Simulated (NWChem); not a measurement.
System: Si₂H₃F₃; SMILES F[Si](F)(F)[SiH3]

```xyz
8

F      0.4879     1.4095     1.0160
Si     0.0000     0.0000     0.4162
F      0.9767    -1.1273     1.0160
F     -1.4646    -0.2822     1.0160
Si     0.0000     0.0000    -1.9082
H      1.3880     0.2631    -2.3864
H     -0.9218     1.0705    -2.3864
H     -0.4662    -1.3335    -2.3864
```
Atoms are numbered in this order, from 1.

All runs: NWChem. Pople sets run with spherical d functions. STO-3G and 3-21G are far too small for this property and stand as cheap habits. Geometry: optimised at PBE0/def2-SVP. B3LYP is NWChem's, with the RPA form of VWN correlation. GIAO values for the isolated, static molecule; σ is the absolute isotropic shielding, δ = σ(reference) − σ with the isolated reference molecule computed at the same levels (19F: trichlorofluoromethane, 1H: tetramethylsilane, 29Si: tetramethylsilane).

For level Hartree-Fock/STO-3G:

```yaml
"δ F1 (ppm)": -165.1
"δ Si2 (ppm)": 15.3
"δ Si5 (ppm)": -91.0
"δ H6 (ppm)": 1.47
```

Task: What are these values for level B3LYP/6-311G**?

Result: 
- δ F1 (ppm): -124.5
- δ Si2 (ppm): -40.0
- δ Si5 (ppm): -116.8
- δ H6 (ppm): 3.53
